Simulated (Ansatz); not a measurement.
A CCSD(T) single point on AlClH5NOSi (`[NH2][Al]([OH])[SiH2]Cl`).

```yaml
crystal:
  periodic: [false, false, false]
  atoms:
    - {symbol: N, position_ang: [-1.474788, -1.042161, -0.540052]}
    - {symbol: Al, position_ang: [0.051560, -0.652578, 0.251177]}
    - {symbol: O, position_ang: [0.950694, -1.750440, 1.176233]}
    - {symbol: Si, position_ang: [0.922436, 1.613395, -0.002598]}
    - {symbol: Cl, position_ang: [-0.421508, 2.647440, -1.212804]}
    - {symbol: H, position_ang: [-1.963584, -1.922215, -0.531163]}
    - {symbol: H, position_ang: [-1.983798, -0.364276, -1.085568]}
    - {symbol: H, position_ang: [0.727242, -2.661534, 1.354679]}
    - {symbol: H, position_ang: [1.027187, 2.383075, 1.266267]}
    - {symbol: H, position_ang: [2.247658, 1.698096, -0.673271]}
basis:
  gaussian: {orbitals: def2-TZVPP}
correlation: {method: ccsd_t}
```

```sh
$ ansatz run in.yaml --threads 4 --pin off --events-out ev --progress --plain --max-ram 10444MiB
```

Log, shortened:

```
Functional definition: HF
1530 factors; integrals over basis functions are off by at most 1.1e-3 eV
mean field evaluation 1: about -30547.3264 eV, gradient 5.4e1 eV
mean field evaluation 2: about -30547.5262 eV, gradient 5.4e1 eV
mean field evaluation 4: about -30553.4955 eV, gradient 3.6e0 eV
mean field evaluation 8: about -30553.5834 eV, gradient 3.8e-1 eV
mean field evaluation 16: about -30553.5840 eV, gradient 2.2e-6 eV
mean field -30553.58399039 eV, -1122.8235016836 hartree, gradient 2.2e-6 eV, S^2 0.000000; 0 other end points of the search recorded, 0 dependent functions left out
17 core orbitals not correlated: weight in the atoms' cores, before any rotation towards them, 1.000 or more for the frozen orbitals, at most 0.000 for the correlated occupied ones
reference -30553.58399039 eV, -1122.8235016836 hartree; 15, 15 occupied and 226, 226 virtual orbitals, 1530 factors
second order -22.88531726 eV of doubles, -0.00000000 eV of singles
cycle   1  -23.53440803 eV  change   -6.5e-1 eV  update   1.0e-1
cycle   2  -24.07087472 eV  change   -5.4e-1 eV  update   3.0e-2
cycle   3  -24.18722822 eV  change   -1.2e-1 eV  update   1.6e-2
cycle   4  -24.17451403 eV  change    1.3e-2 eV  update   3.9e-3
cycle   5  -24.17312287 eV  change    1.4e-3 eV  update   1.8e-3
cycle   6  -24.17371322 eV  change   -5.9e-4 eV  update   5.6e-4
cycle   7  -24.17341356 eV  change    3.0e-4 eV  update   2.0e-4
cycle   8  -24.17337991 eV  change    3.4e-5 eV  update   6.8e-5
cycle   9  -24.17340701 eV  change   -2.7e-5 eV  update   2.5e-5
perturbative correction -0.91621886 eV, -0.0336704220 hartree
Total energy: -30578.67361625 eV, -1123.7455284279 hartree
```

It took 2.5 min on 4 threads of an Arm Neoverse V1 on a shared host, with 5.5 GiB of host memory at the peak.

MP2 recovers 91.2 % of the CCSD(T) correlation energy and the triples give 3.7 %; T1 = 0.0114.
